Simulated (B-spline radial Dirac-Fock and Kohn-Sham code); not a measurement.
# What relativity does to the binding energies of Au⁶⁸⁺

System: Au⁶⁸⁺ in the configuration 1s2 2s2 2p6 3s1.

Both columns are ΔSCF binding energies of the configuration average from a radial finite-basis atomic code: non-relativistic Hartree-Fock with a point nucleus, and Dirac-Fock with a finite nucleus and the Coulomb interaction alone, averaged over the two j levels with weights 2j+1.

```csv
shell,Hartree-Fock (eV),Dirac-Fock (eV),shift (eV),shift (%)
2p,17659.4,18520.6,+861.22,+4.88
3s,7648.9,8369.9,+721.02,+9.43
```

Relativity binds 2p, 3s more strongly, among those listed most of all 3s in relative terms.

Values without a named source are computed, but for edge energies of neutral atoms, which are taken from tables.
